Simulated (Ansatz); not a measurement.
C$_{2}$H$_{6}$BrFSi (`C[SiH2]C(F)Br`). Total charge 0; spin multiplicity 1. Correlated methods include outer-core shells of Br, which these sets cover unevenly. Scalar relativity is left out up to krypton.

```xyz
11

C     1.1581    0.1278   -1.0659
Si    0.1244   -0.7853    0.1811
C    -1.2740    0.3418    0.8239
F    -2.0782    0.7636   -0.1999
Br   -0.4867    1.9042    1.6977
H     1.6442    0.9912   -0.6086
H     0.5349    0.4787   -1.8912
H     1.9296   -0.5284   -1.4751
H     0.8969   -1.2172    1.3734
H    -0.5417   -1.9699   -0.4265
H    -1.9074   -0.1064    1.5911
```

Give the diagnostics of a CCSD(T)/def2-TZVPP run (frozen core, Ansatz 0.2.0). (Estimate.)

Computed: T1 = 0.0101, largest single amplitude 0.013, largest double 0.019, (T) share of the correlation energy 3.5 %, 9 CCSD cycles. The RHF solution is stable towards an unrestricted one. T1 lies under the customary mark of 0.02 for closed shells.
